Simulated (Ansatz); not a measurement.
Cost and result for the atomization energy of BH6NSeSi (10 atoms, 10 bonds).

```xyz
10

B     0.643   -0.536    1.236
Si   -0.571    0.327   -0.002
N    -0.195    1.696   -0.924
Se    0.634   -1.756   -0.588
H     1.745   -0.059    1.255
H     0.252   -1.173    2.166
H    -1.982   -0.032   -0.278
H    -0.666    1.934   -1.780
H     0.683    2.176   -0.815
H    -0.543   -2.576   -0.270
```

The species carries charge 0 and has multiplicity 1. Correlated methods include outer-core shells of Se, which these sets cover unevenly. Scalar relativity is left out up to krypton. The bonds changed during the relaxation, so this is another structure than the one it started from. Geometry: relaxed with PBE0-D4/def2-TZVP. It is one conformer, not always the lowest. Program: Ansatz. All runs use 4 threads of an Arm Neoverse V1 on a shared host. Times are those of one run each, without the atoms' runs, and a repeat can differ threefold. Electronic energies, without spin–orbit coupling; frozen cores. CCSD(T)/CBS adds CCSD(T) − MP2 in def2-TZVPP to the MP2 limit, and its time is that of the two runs behind it. T1 = 0.011. With those shells the extrapolation isn't a true limit. B3LYP takes the VWN-RPA correlation (the form of Gaussian; ORCA's B3LYP/G).

CCSD(T)/CBS is a level of theory with its own doubt, some kJ/mol a heavy atom from the limit and from the frozen cores, so smaller differences don't rank the functionals.

```json
{"level": "PBE-D4/def2-TZVPP (with forces)", "functions": "236", "wall time": "3.2 s"}
{"level": "PBE0-D4/def2-TZVPP", "functions": "236", "wall time": "3.2 s"}
{"level": "r2SCAN-D4/def2-TZVPP (with forces)", "functions": "236", "wall time": "5.5 s"}
{"level": "B2PLYP/def2-TZVPP", "functions": "236", "wall time": "6.5 s"}
{"level": "B3LYP-D4/def2-TZVPP (with forces)", "functions": "236", "wall time": "7.5 s"}
{"level": "ωB97X-V/def2-TZVPP", "functions": "236", "wall time": "10 s"}
{"level": "ωB97M-V/def2-TZVPP (with forces)", "functions": "236", "wall time": "14 s"}
{"level": "MP2/def2-QZVPP", "functions": "453", "wall time": "25 s"}
{"level": "CCSD(T)/def2-TZVPP", "functions": "236", "wall time": "2.5 min"}
{"level": "CCSD(T)/CBS(def2)", "functions": "–", "wall time": "2.9 min"}
```

What atomization energy does each give, and how far from CCSD(T)/CBS? (An estimate is asked.)

Computed: 
```tsv
level	atomization (kcal/mol)	difference from CCSD(T)/CBS	per bond
PBE-D4/def2-TZVPP (with forces)	772.0	12.5	1.2
PBE0-D4/def2-TZVPP	760.3	0.8	0.1
r2SCAN-D4/def2-TZVPP (with forces)	763.5	4.0	0.4
B2PLYP/def2-TZVPP	749.7	-9.8	-1.0
B3LYP-D4/def2-TZVPP (with forces)	761.7	2.2	0.2
ωB97X-V/def2-TZVPP	763.9	4.4	0.4
ωB97M-V/def2-TZVPP (with forces)	761.7	2.2	0.2
MP2/def2-QZVPP	756.1	-3.4	-0.3
CCSD(T)/def2-TZVPP	736.9	-22.6	-2.3
CCSD(T)/CBS(def2)	759.5	0.0	0.0
```

The D4 term adds +9.1 kcal/mol with B3LYP and +4.7 kcal/mol with PBE0; it sums over pairs of atoms, weighted by their polarisabilities, and B3LYP, whose exchange is more repulsive, gets the larger term. In def2-TZVPP, CCSD(T) changes the Hartree–Fock value by +198.9 kcal/mol (the triples alone add +12.0 kcal/mol) and MP2 by +204.9 kcal/mol; breaking electron pairs costs correlation energy, which Hartree–Fock lacks. From PBE to PBE0 (25 % exact exchange), in def2-TZVPP and without D4, the atomization energy moves by −10.8 kcal/mol: exact exchange takes away binding that semilocal exchange gives to molecules.
